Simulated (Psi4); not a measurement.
A dimer, C3H6O ··· H6B3N3 (SMILES CC(C)=O and B1NBNBN1); the first 10 atoms form monomer A.

```
22

C      1.2817    -0.1845     0.0143
C      0.0153     0.6420    -0.0259
C     -1.2890    -0.1240    -0.0013
O      0.0439     1.8495    -0.0758
H      1.3226    -0.8493    -0.8524
H      1.2906    -0.8215     0.9023
H      2.1526     0.4664     0.0182
H     -2.1282     0.5653    -0.0535
H     -1.3322    -0.8247    -0.8389
H     -1.3572    -0.7193     0.9129
B     -1.4088    -1.3677     2.8104
N     -0.1013    -1.9281     2.6906
B      1.0906    -1.1571     2.8422
N      0.9332     0.2331     3.1260
B     -0.3432     0.8585     3.2589
N     -1.4933     0.0287     3.0951
H     -2.3872    -2.0365     2.6784
H     -0.0159    -2.9109     2.4900
H      2.1701    -1.6525     2.7362
H      1.7593     0.7977     3.2371
H     -0.4443     2.0227     3.4963
H     -2.4047     0.4470     3.1842
```

What interaction energy does SAPT0/jun-cc-pVDZ, frozen core in Psi4 give, and which attractive term is the largest?

Total 35.20 kJ/mol: electrostatics -38.94, exchange 141.52, induction -20.03, dispersion -47.34. The most attractive term is dispersion.
